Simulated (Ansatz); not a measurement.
`[OH][GaH][SiH2]F` + `[OH][GeH3]` → `F[SiH2][O][GeH3]` + `[OH][GaH2]` at 400 K and 1 bar (cleavage of the Si–Ga bond).

Program: Ansatz. Geometries: PBE0-D4/def2-TZVP. ΔE: electronic, gas phase. CCSD(T)/CBS adds triple-zeta CCSD(T) − MP2 to the extrapolated MP2 energy (def2 sets, frozen cores). For Ga, Ge outer-core shells are correlated without core-valence functions, which leaves a few kJ/mol of doubt a bond. Scalar relativity is left out up to krypton. Each species was taken in one conformer, which may not be the lowest.

| species | CCSD(T)/CBS energy (Eh) | H − E (kJ/mol) | S (J/(mol·K)) |
| --- | --- | --- | --- |
| `[OH][GaH][SiH2]F` | -2390.47364 | 138.2 | 384.5 |
| `[OH][GeH3]` | -2153.69723 | 116.2 | 291.7 |
| `F[SiH2][O][GeH3]` | -2543.28863 | 158.4 | 390.3 |
| `[OH][GaH2]` | -2000.92981 | 89.0 | 281.3 |

H − E and S are ideal-gas, rigid-rotor, harmonic terms from PBE0-D4/def2-TZVP, for one conformer and one mirror image of each species. 1 Eh = 2625.50 kJ/mol, R = 8.31446 J/(mol·K).

Question: By hand: ΔE, ΔH, ΔS and ΔG.

Answer: ΔE = (-2543.28863) + (-2000.92981) − (-2390.47364) − (-2153.69723) = -0.04757 Eh = -124.9 kJ/mol. Δ(H − E) = 158.4 + 89.0 − 138.2 − 116.2 = -7.0, so ΔH = -131.9 kJ/mol. ΔS = 390.3 + 281.3 − 384.5 − 291.7 = -4.6 J/(mol·K). ΔG = -131.9 − 400 × (-4.6)/1000 = -130.1 kJ/mol.

Question: By hand: the equilibrium constant, and the temperature at which ΔG would vanish if ΔH and ΔS stayed fixed.

Answer: log₁₀ K = −ΔG/(RT ln 10) = 17.0. ΔG = 0 at ΔH/ΔS = 28674 K, far beyond where these terms or the molecules hold.

The number of gas molecules stays the same, so ΔS is small and ΔH decides. A doubt of 5 kJ/mol in ΔE shifts log₁₀ K by 0.7 here. Other conformers and mirror images would add mixing entropy, several J/(mol·K) or more a flexible species. Modes under 60 cm⁻¹, often nearly free rotors, make the harmonic entropy too high. These are equilibria of isolated gas molecules and say nothing of rates. Largest T1 diagnostic: 0.015 (customary marks: 0.02 for closed shells, 0.045 for open ones).
